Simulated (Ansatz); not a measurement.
`[F][Ga]([SH])[SeH]`, charge 0, multiplicity 1.

Question: Give a relaxed structure at PBE0-D4/def2-TZVP (Ansatz 0.2.0). (An estimate is asked.)

Answer: The calculation gave: 
Z-matrix (Å, degrees):
```
Ga
S 1 2.184
Se 1 2.303 2 127.9
F 1 1.752 2 116.2 3 -180.0
H 2 1.345 1 91.7 3 180.0
H 3 1.470 1 91.0 2 0.0
```
Point group Cs.
